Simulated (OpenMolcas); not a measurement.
# Multiconfigurational calculation on O+

Input:

```
&GATEWAY
Coord
1

O 0.0 0.0 0.0
Basis=ANO-L-VTZP
Group=XYZ
NoMove
AngMom=0.0 0.0 0.0
AMFI
&SEWARD
&RASSCF
FileOrb=start.orb
Symmetry=2
Spin=4
nActEl=3 0 0
Inactive=2 0
Ras2=0 3
CIRoot=1 1 1
SDav=1
CIMx=300
Iter=120 100
PrWF=0.3
OrbListing=Nothing
MaxOrb=0
Atom
>>> COPY $Project.JobIph JOB001
&RASSCF
FileOrb=start.orb
Symmetry=2
Spin=2
nActEl=3 0 0
Inactive=2 0
Ras2=0 3
CIRoot=8 8 1
SDav=8
CIMx=300
Iter=120 100
PrWF=0.3
OrbListing=Nothing
MaxOrb=0
Atom
>>> COPY $Project.JobIph JOB002
&RASSI
NrOfJobIphs=2 1 8
1
1 2 3 4 5 6 7 8
IphNames
JOB001
JOB002
EJob
SpinOrbit
DIPRint=1.0
SOCoupling=1000.0
Subsets=2
MEES
Property=10
'ANGMOM' 1 'ANGMOM' 2 'ANGMOM' 3 'MLTPL  1' 1 'MLTPL  1' 2 'MLTPL  1' 3
'AMFI' 1 'AMFI' 2 'AMFI' 3 'MLTPL  2' 6
SOProperty=3
'ANGMOM' 1 'ANGMOM' 2 'ANGMOM' 3
```

Launched by
```bash
OMP_NUM_THREADS=1 MOLCAS_MEM=1689 MOLCAS_PROJECT=a pymolcas a.inp > a.log  # once for each step of the input, in one work folder
```

A driver script runs the steps one by one and writes start.orb anew before each from the orbitals found so far.

Output, cut to the results:

```
--- SEWARD ---
Basis set label: O.ANO-L...4S3P2D1F.

      Electronic valence basis set:
      ------------------
      Associated Effective Charge   8.000000 au
      Associated Actual Charge      8.000000 au
      Nuclear Model: Point charge

      Shell  nPrim  nBasis  Cartesian Spherical Contaminant
         s      14       4        X
         p       9       3        X
         d       4       2                 X
         f       3       1                 X
                  Atomic mean-field integrals
--- RASSCF ---
Wave function specifications:
      -----------------------------

      Number of closed shell electrons           4
      Number of electrons in active shells       3
      Max number of holes in RAS1 space          0
      Max nr of electrons in RAS3 space          0
      Number of inactive orbitals                2
      Number of active orbitals                  3
      Number of secondary orbitals              25
      Spin quantum number                      1.5
      State symmetry                             2
Orbital specifications:
      -----------------------

      Symmetry species                           1   2
                                                ag  au
      Frozen orbitals                            0   0
      Inactive orbitals                          2   0
      Active orbitals                            0   3
      RAS1 orbitals                              0   0
      RAS2 orbitals                              0   3
      RAS3 orbitals                              0   0
      Secondary orbitals                        12  13
      Deleted orbitals                           0   0
      Number of basis functions                 14  16
      Number of CSFs                             1
      Number of root(s) required                 1
      Iter CI   SX   CI       RASSCF       Energy    max ROT     max BLB   max BLB  Level Ln srch  Step   QN
          iter iter root      energy       change     param      element    value   shift minimum  type update
 Nr of preliminary CI iterations:   1
        1   1    7    1   -74.25863950    0.00E+00  -1.77E-01*   2   3 1  2.63E-01*  0.00   0.00    SX    NO
        2   1    6    1   -74.36712598   -1.08E-01*  3.02E-02    2   4 1  8.18E-02*  0.00   0.00    SX    NO
        3   1    6    1   -74.37046784   -3.34E-03* -1.21E-02    1   4 2  1.22E-02*  0.00   0.00    SX    NO
        4   1    6    1   -74.37079078   -3.23E-04*  3.98E-03    2   4 1  5.19E-03*  0.00   0.00    SX    NO
        5   1    6    1   -74.37082456   -3.38E-05* -1.05E-03    3   6 2  1.33E-03*  0.00   0.75    QN   YES
        6   1    4    1   -74.37082900   -4.45E-06*  1.11E-05    2   4 1  4.67E-05   0.00   1.01    QN   YES
        7   1    4    1   -74.37082901   -2.44E-09   4.05E-06    2   3 1 -1.52E-05   0.00   1.16    QN   YES
      Convergence after  7 iterations
        8   1    4    1   -74.37082901   -9.89E-11   4.05E-06    2   4 1 -5.54E-07   0.00   1.16    QN   YES
      Natural orbitals and occupation numbers for root  1
      sym 2:   1.000000   1.000000   1.000000
::    RASSCF root number  1 Total energy:    -74.37082901
--- RASSCF ---
Wave function specifications:
      -----------------------------

      Number of closed shell electrons           4
      Number of electrons in active shells       3
      Max number of holes in RAS1 space          0
      Max nr of electrons in RAS3 space          0
      Number of inactive orbitals                2
      Number of active orbitals                  3
      Number of secondary orbitals              25
      Spin quantum number                      0.5
      State symmetry                             2
Orbital specifications:
      -----------------------

      Symmetry species                           1   2
                                                ag  au
      Frozen orbitals                            0   0
      Inactive orbitals                          2   0
      Active orbitals                            0   3
      RAS1 orbitals                              0   0
      RAS2 orbitals                              0   3
      RAS3 orbitals                              0   0
      Secondary orbitals                        12  13
      Deleted orbitals                           0   0
      Number of basis functions                 14  16
      Number of CSFs                             8
      Number of root(s) required                 8
...
--- RASSI ---
SPIN-FREE ENERGIES:
  (Shifted by EMIN (a.u.) =        -74.3708290075)

 SF State       Relative EMIN(au)   Rel lowest level(eV)    D:o, cm**(-1)      L_eff

     1             0.0000000000        0.0000000000              0.0000         0.0
     2             0.1389043933        3.7797810976          30485.9905         2.0
     3             0.1389043933        3.7797810976          30485.9905         2.0
     4             0.1389043933        3.7797810976          30485.9905         2.0
     5             0.1389043933        3.7797810976          30485.9905         2.0
     6             0.1389043933        3.7797810976          30485.9905         2.0
     7             0.2301998381        6.2640567092          50523.0246         1.0
     8             0.2301998381        6.2640567092          50523.0246         1.0
     9             0.2301998381        6.2640567092          50523.0246         1.0
     Dipole printing threshold changed to   1.00000000E+00
Eigenvalues of complex Hamiltonian:
   -----------------------------------
  (Shifted by EMIN (a.u.) =        -74.3708290075)

 SO State       Relative EMIN(au)   Rel lowest level(eV)    D:o, cm**(-1)     J-value

     1            -0.0000029814        0.0000000000              0.0000         0.8
     2            -0.0000029814        0.0000000000              0.0000         1.4
     3            -0.0000029814        0.0000000000              0.0000         1.4
     4            -0.0000029814        0.0000000000              0.0000         0.8
     5             0.1388953098        3.7796150513          30484.6513         1.2
     6             0.1388953098        3.7796150513          30484.6513         1.0
     7             0.1388953098        3.7796150513          30484.6513         1.0
     8             0.1388953098        3.7796150513          30484.6513         1.4
     9             0.1389043933        3.7798622260          30486.6449         2.0
...
```

The J values that RASSI prints are effective ones from its own formula and need not be integers or half-integers; the table below assigns J from the states.

Levels above the lowest, from the spin-orbit matrix, grouped by J:

| Configuration | Term | J | E (cm-1) | Measured (cm-1) | Term weight % |
| --- | --- | --- | --- | --- | --- |
| 2s2 2p3 | 4S* | 3/2 | 0.0 | 0.0 | 100 |
| 2s2 2p3 | 2D* | 3/2 | 30485 | 26831 | 100 |
| 2s2 2p3 | 2D* | 5/2 | 30487 | 26811 | 100 |
| 2s2 2p3 | 2P* | 1/2 | 50524 | 40470 | 100 |
| 2s2 2p3 | 2P* | 3/2 | 50526 | 40468 | 100 |

Against the 4 measured excited levels shown (NIST Handbook of Basic Atomic Spectroscopic Data) the mean absolute deviation is 6900 cm-1; the largest miss in energy is 2s2 2p3 2P* 3/2: computed 50526, measured 40468 cm-1 (+24.9 %).

Without dynamic correlation excited terms often stand tens of per cent too high (terms of higher spin than the ground term too low), and those without a measured partner can miss by more than the paired ones. With the s shell closed, the reference lacks s² → p² mixing. Computed and measured levels are paired by configuration, term and J; levels that our copy of the source lacks, or whose pairing is in doubt (as where it misses far off the trend of its configuration), stay unpaired and out of the deviations. Only configurations of the active space appear.

The term weight is that of the spin-free term in the level, not the purity of its configuration. * marks odd parity.
